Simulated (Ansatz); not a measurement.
Input file for Ansatz (a first-principles code): R-B3LYP-D3(BJ)/def2-TZVP on H4MoO5 (SMILES [O]=[Mo]([OH])([OH])([OH])[OH]), 2S+1 = 1, a spin state set in the input, which need not be the lowest. Elements past Kr take the def2 small-core potentials; no spin–orbit coupling.

Ansatz 0.2 input:
```yaml
crystal:
  periodic: [false, false, false]
  atoms:
    - {symbol: Mo, position_ang: [0.33924921, -0.09485018, 0.25983449]}
    - {symbol: O, position_ang: [1.62247633, -0.64248683, 1.02263414]}
    - {symbol: O, position_ang: [-1.08429426, 0.48820861, -0.69678826]}
    - {symbol: H, position_ang: [-1.72181900, 0.53349368, -1.39152452]}
    - {symbol: O, position_ang: [0.70281657, 1.61608128, 0.54362993]}
    - {symbol: H, position_ang: [0.24101213, 2.39723142, 0.27909537]}
    - {symbol: O, position_ang: [0.75885109, -0.94708151, -1.40866940]}
    - {symbol: H, position_ang: [1.65169635, -1.43309786, -1.41504943]}
    - {symbol: O, position_ang: [-0.82162996, -1.01607724, 1.23732961]}
    - {symbol: H, position_ang: [-1.81494772, -1.03704004, 1.33493236]}
basis:
  gaussian:
    orbitals: def2-TZVP
hamiltonian:
  xc: b3lyp
  dispersion: d3bj
relax: {f_tol: 0.005, max_steps: 120}
```

The log:

```
WARN ansatz: RAYON_NUM_THREADS=8 ignored (pool sized by the plan → 8); use --threads N
Functional definition: B3LYP
integrals: 0.15 GiB planned
1302 factors; their error is unknown
0.27 GiB of the device are held for the grids
1.20 GiB of device memory are held for the factors and their scratch space
mean field: 1.01 GiB planned
mean field evaluation 1: about -12137.3586 eV, gradient 1.3e2 eV
mean field evaluation 2: about -11977.1406 eV, gradient 3.3e2 eV
mean field evaluation 4: about -12161.4696 eV, gradient 4.3e1 eV
mean field evaluation 8: about -12164.3848 eV, gradient 4.1e-1 eV
mean field evaluation 16: about -12164.4621 eV, gradient 4.2e-3 eV
mean field -12164.46206042 eV, -447.0357353519 hartree, gradient 5.9e-5 eV, S^2 0.000000; 0 other end points of the search recorded, 0 dependent functions left out
the calculation of the forces begins
reference -12164.46237920 eV, -447.0357470668 hartree; 29, 29 occupied and 190, 190 virtual orbitals, 1302 factors
relax step   1: F+E_penalty+E_count = -12164.88812580 eV  Δ(F+E_penalty+E_count) = +0.000e0 eV  max|allowed force component| = 6.882e0 eV/Å  Δτ_max = 0.0000 Å  (36 SCF iters, accepted)
these checks for a lower state are left out or cut short: starts, cluster_reference, orbital_swaps, neighbouring_geometries, increment
integrals: 0.15 GiB planned
1302 factors; their error is unknown
0.26 GiB of the device are held for the grids
1.19 GiB of device memory are held for the factors and their scratch space
mean field: 0.99 GiB planned
mean field -12165.74950670 eV, -447.0830481302 hartree, gradient 1.7e-5 eV, S^2 0.000000; 0 other end points of the search recorded, 0 dependent functions left out
the calculation of the forces begins
reference -12165.74982559 eV, -447.0830598490 hartree; 29, 29 occupied and 190, 190 virtual orbitals, 1302 factors
relax step   2: F+E_penalty+E_count = -12166.16403611 eV  Δ(F+E_penalty+E_count) = -1.276e0 eV  max|allowed force component| = 9.630e-1 eV/Å  Δτ_max = 0.1618 Å  (45 SCF iters, accepted)
these checks for a lower state are left out or cut short: starts, cluster_reference, orbital_swaps, neighbouring_geometries, increment
integrals: 0.15 GiB planned
1302 factors; their error is unknown
0.26 GiB of the device are held for the grids
1.19 GiB of device memory are held for the factors and their scratch space
mean field: 0.99 GiB planned
mean field evaluation 32: about -12165.6643 eV, gradient 9.2e0 eV
mean field -12165.88210914 eV, -447.0879211798 hartree, gradient 1.2e-5 eV, S^2 0.000000; 0 other end points of the search recorded, 0 dependent functions left out
the calculation of the forces begins
reference -12165.88242596 eV, -447.0879328226 hartree; 29, 29 occupied and 190, 190 virtual orbitals, 1302 factors
relax step   3: F+E_penalty+E_count = -12166.29733965 eV  Δ(F+E_penalty+E_count) = -1.333e-1 eV  max|allowed force component| = 4.281e-1 eV/Å  Δτ_max = 0.0711 Å  (39 SCF iters, accepted)
these checks for a lower state are left out or cut short: starts, cluster_reference, orbital_swaps, neighbouring_geometries, increment
integrals: 0.15 GiB planned
1302 factors; their error is unknown
0.26 GiB of the device are held for the grids
1.19 GiB of device memory are held for the factors and their scratch space
mean field: 0.99 GiB planned
mean field -12165.96081802 eV, -447.0908136778 hartree, gradient 1.7e-5 eV, S^2 0.000000; 0 other end points of the search recorded, 0 dependent functions left out
the calculation of the forces begins
reference -12165.96113311 eV, -447.0908252572 hartree; 29, 29 occupied and 190, 190 virtual orbitals, 1302 factors
relax step   4: F+E_penalty+E_count = -12166.37869750 eV  Δ(F+E_penalty+E_count) = -8.136e-2 eV  max|allowed force component| = 5.382e-1 eV/Å  Δτ_max = 0.1226 Å  (37 SCF iters, accepted)
these checks for a lower state are left out or cut short: starts, cluster_reference, orbital_swaps, neighbouring_geometries, increment
integrals: 0.15 GiB planned
1302 factors; their error is unknown
0.26 GiB of the device are held for the grids
1.19 GiB of device memory are held for the factors and their scratch space
mean field: 0.99 GiB planned
mean field -12165.98716919 eV, -447.0917820654 hartree, gradient 2.3e-5 eV, S^2 0.000000; 0 other end points of the search recorded, 0 dependent functions left out
the calculation of the forces begins
reference -12165.98748165 eV, -447.0917935482 hartree; 29, 29 occupied and 190, 190 virtual orbitals, 1302 factors
relax step   5: F+E_penalty+E_count = -12166.40890931 eV  Δ(F+E_penalty+E_count) = -3.021e-2 eV  max|allowed force component| = 1.139e0 eV/Å  Δτ_max = 0.1598 Å  (43 SCF iters, accepted)
these checks for a lower state are left out or cut short: starts, cluster_reference, orbital_swaps, neighbouring_geometries, increment
integrals: 0.15 GiB planned
1302 factors; their error is unknown
0.26 GiB of the device are held for the grids
1.19 GiB of device memory are held for the factors and their scratch space
mean field: 1.00 GiB planned
mean field -12166.02306883 eV, -447.0931013529 hartree, gradient 2.5e-5 eV, S^2 0.000000; 0 other end points of the search recorded, 0 dependent functions left out
the calculation of the forces begins
reference -12166.02338107 eV, -447.0931128276 hartree; 29, 29 occupied and 190, 190 virtual orbitals, 1302 factors
relax step   6: F+E_penalty+E_count = -12166.44491134 eV  Δ(F+E_penalty+E_count) = -3.600e-2 eV  max|allowed force component| = 3.197e-1 eV/Å  Δτ_max = 0.0293 Å  (38 SCF iters, accepted)
these checks for a lower state are left out or cut short: starts, cluster_reference, orbital_swaps, neighbouring_geometries, increment
integrals: 0.15 GiB planned
1302 factors; their error is unknown
0.26 GiB of the device are held for the grids
1.19 GiB of device memory are held for the factors and their scratch space
mean field: 1.00 GiB planned
mean field evaluation 64: about -12166.0281 eV, gradient 3.4e-4 eV
mean field -12166.02809029 eV, -447.0932858883 hartree, gradient 1.5e-5 eV, S^2 0.000000; 0 other end points of the search recorded, 0 dependent functions left out
the calculation of the forces begins
reference -12166.02840215 eV, -447.0932973487 hartree; 29, 29 occupied and 190, 190 virtual orbitals, 1302 factors
relax step   7: F+E_penalty+E_count = -12166.45084234 eV  Δ(F+E_penalty+E_count) = -5.931e-3 eV  max|allowed force component| = 1.886e-1 eV/Å  Δτ_max = 0.0636 Å  (38 SCF iters, accepted)
these checks for a lower state are left out or cut short: starts, cluster_reference, orbital_swaps, neighbouring_geometries, increment
integrals: 0.15 GiB planned
1302 factors; their error is unknown
0.26 GiB of the device are held for the grids
1.20 GiB of device memory are held for the factors and their scratch space
mean field: 1.00 GiB planned
mean field -12166.03624679 eV, -447.0935856339 hartree, gradient 2.3e-5 eV, S^2 0.000000; 0 other end points of the search recorded, 0 dependent functions left out
the calculation of the forces begins
reference -12166.03655876 eV, -447.0935970985 hartree; 29, 29 occupied and 190, 190 virtual orbitals, 1302 factors
relax step   8: F+E_penalty+E_count = -12166.45932255 eV  Δ(F+E_penalty+E_count) = -8.480e-3 eV  max|allowed force component| = 1.060e-1 eV/Å  Δτ_max = 0.0920 Å  (38 SCF iters, accepted)
these checks for a lower state are left out or cut short: starts, cluster_reference, orbital_swaps, neighbouring_geometries, increment
integrals: 0.15 GiB planned
1302 factors; their error is unknown
0.28 GiB of the device are held for the grids
1.20 GiB of device memory are held for the factors and their scratch space
mean field: 1.00 GiB planned
mean field -12166.03678587 eV, -447.0936054446 hartree, gradient 2.5e-5 eV, S^2 0.000000; 0 other end points of the search recorded, 0 dependent functions left out
the calculation of the forces begins
reference -12166.03709722 eV, -447.0936168868 hartree; 29, 29 occupied and 190, 190 virtual orbitals, 1302 factors
relax step   9: F+E_penalty+E_count = -12166.46034230 eV  Δ(F+E_penalty+E_count) = -1.020e-3 eV  max|allowed force component| = 1.392e-1 eV/Å  Δτ_max = 0.0420 Å  (38 SCF iters, accepted)
these checks for a lower state are left out or cut short: starts, cluster_reference, orbital_swaps, neighbouring_geometries, increment
integrals: 0.15 GiB planned
1302 factors; their error is unknown
0.28 GiB of the device are held for the grids
1.20 GiB of device memory are held for the factors and their scratch space
mean field: 1.00 GiB planned
mean field -12166.03832454 eV, -447.0936619899 hartree, gradient 2.3e-5 eV, S^2 0.000000; 0 other end points of the search recorded, 0 dependent functions left out
the calculation of the forces begins
reference -12166.03863623 eV, -447.0936734443 hartree; 29, 29 occupied and 190, 190 virtual orbitals, 1302 factors
relax step  10: F+E_penalty+E_count = -12166.46137899 eV  Δ(F+E_penalty+E_count) = -1.037e-3 eV  max|allowed force component| = 2.780e-2 eV/Å  Δτ_max = 0.0144 Å  (41 SCF iters, accepted)
these checks for a lower state are left out or cut short: starts, cluster_reference, orbital_swaps, neighbouring_geometries, increment
integrals: 0.15 GiB planned
1302 factors; their error is unknown
0.28 GiB of the device are held for the grids
1.20 GiB of device memory are held for the factors and their scratch space
mean field: 1.00 GiB planned
mean field -12166.03833632 eV, -447.0936624227 hartree, gradient 2.3e-5 eV, S^2 0.000000; 0 other end points of the search recorded, 0 dependent functions left out
the calculation of the forces begins
reference -12166.03864798 eV, -447.0936738762 hartree; 29, 29 occupied and 190, 190 virtual orbitals, 1302 factors
relax step  11: F+E_penalty+E_count = -12166.46144401 eV  Δ(F+E_penalty+E_count) = -6.502e-5 eV  max|allowed force component| = 9.732e-3 eV/Å  Δτ_max = 0.0023 Å  (41 SCF iters, accepted)
these checks for a lower state are left out or cut short: starts, cluster_reference, orbital_swaps, neighbouring_geometries, increment
integrals: 0.15 GiB planned
1302 factors; their error is unknown
0.28 GiB of the device are held for the grids
1.20 GiB of device memory are held for the factors and their scratch space
mean field: 1.00 GiB planned
mean field evaluation 96: about -12165.9630 eV, gradient 4.3e-1 eV
mean field -12166.03834769 eV, -447.0936628406 hartree, gradient 2.3e-5 eV, S^2 0.000000; 0 other end points of the search recorded, 0 dependent functions left out
the calculation of the forces begins
reference -12166.03865935 eV, -447.0936742939 hartree; 29, 29 occupied and 190, 190 virtual orbitals, 1302 factors
relax step  12: F+E_penalty+E_count = -12166.46145240 eV  Δ(F+E_penalty+E_count) = -8.392e-6 eV  max|allowed force component| = 3.525e-3 eV/Å  Δτ_max = 0.0014 Å  (41 SCF iters, accepted)
integrals: 0.15 GiB planned
1302 factors; their error is unknown
0.28 GiB of the device are held for the grids
1.20 GiB of device memory are held for the factors and their scratch space
mean field: 1.00 GiB planned
mean field evaluation 128: about -12166.0383 eV, gradient 2.6e-3 eV
mean field -12166.03834769 eV, -447.0936628406 hartree, gradient 2.3e-5 eV, S^2 0.000000; 1 other end points of the search recorded, 0 dependent functions left out
the calculation of the forces begins
reference -12166.03865935 eV, -447.0936742939 hartree; 29, 29 occupied and 190, 190 virtual orbitals, 1302 factors
Total energy: -12166.46176406 eV, -447.1092231053 hartree
Atom 0 at     0.327047    -0.116491     0.302456 Å, force    -0.003225     0.002343     0.001984 eV/Å
Atom 1 at     1.772050    -0.815669     0.833127 Å, force     0.001116    -0.000722    -0.000723 eV/Å
Atom 2 at    -1.233925     0.498009    -0.717550 Å, force     0.003257    -0.000359     0.003324 eV/Å
Atom 3 at    -1.409828     0.320690    -1.645682 Å, force    -0.001043    -0.000308    -0.003525 eV/Å
Atom 4 at     0.730311     1.669858     0.716436 Å, force    -0.000366     0.000868    -0.000351 eV/Å
Atom 5 at     0.076794     2.285956     0.355322 Å, force     0.000516     0.000674     0.000416 eV/Å
Atom 6 at     0.688762    -0.854362    -1.435937 Å, force     0.000125    -0.001285    -0.001403 eV/Å
Atom 7 at     1.517791    -1.350324    -1.450764 Å, force     0.000274    -0.000156    -0.000184 eV/Å
Atom 8 at    -0.832403    -0.960950     1.514274 Å, force    -0.000972    -0.000291    -0.000357 eV/Å
Atom 9 at    -1.763188    -0.812336     1.293741 Å, force     0.000319    -0.000766     0.000820 eV/Å
Dipole moment:    -0.384587     0.127050    -0.339515 e Å
```

The run converged.
